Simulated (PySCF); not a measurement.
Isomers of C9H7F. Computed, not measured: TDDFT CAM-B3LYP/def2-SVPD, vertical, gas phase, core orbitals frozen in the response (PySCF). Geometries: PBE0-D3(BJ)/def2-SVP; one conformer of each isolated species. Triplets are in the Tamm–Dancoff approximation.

A. `CC#CC1=CC=C(F)C=C1`
B. `C#CC1=C[C@@H]2C=C[C@@]1(F)C2`
C. `C#C/C(F)=C(\C#C)C(=C)C`

Lowest singlet levels (six at most, fewer where fewer were computed) with oscillator strengths:

1. 277 nm (f 0.540); 248 nm (f 0.000); 237 nm (f 0.000); 229 nm (f 0.076); 224 nm (f 0.002); 201 nm (f 0.006)
2. 264 nm (f 0.066); 242 nm (f 0.036); 213 nm (f 0.002); 209 nm (f 0.075); 200 nm (f 0.031); 186 nm (f 0.004)
3. 246 nm (f 0.012); 237 nm (f 0.379); 224 nm (f 0.000); 198 nm (f 0.000); 197 nm (f 0.002); 190 nm (f 0.260); T1 3.54 eV

Problem. Match each spectrum to its molecule.

Solution. 1 = C, 2 = B, 3 = A.
- A: S1 at 5.04 eV, HOMO→LUMO+1 (72%), HOMO-1→LUMO (20%); Löwdin shares by element: HOMO carbon 62% or more (atoms not listed hold the other 38%); LUMO carbon 54% or more (atoms not listed hold the other 46%); HOMO -7.72 and LUMO 0.17 eV.
- B: S1 at 4.69 eV, HOMO→LUMO (88%); Löwdin shares by element: HOMO carbon 71% or more (atoms not listed hold the other 29%); LUMO carbon 61% or more (atoms not listed hold the other 39%); HOMO -7.90 and LUMO -0.25 eV.
- C: S1 at 4.48 eV, HOMO→LUMO (94%); Löwdin shares by element: HOMO carbon 56% or more (atoms not listed hold the other 44%); LUMO carbon 59% or more (atoms not listed hold the other 41%); HOMO -7.69 and LUMO -0.95 eV.
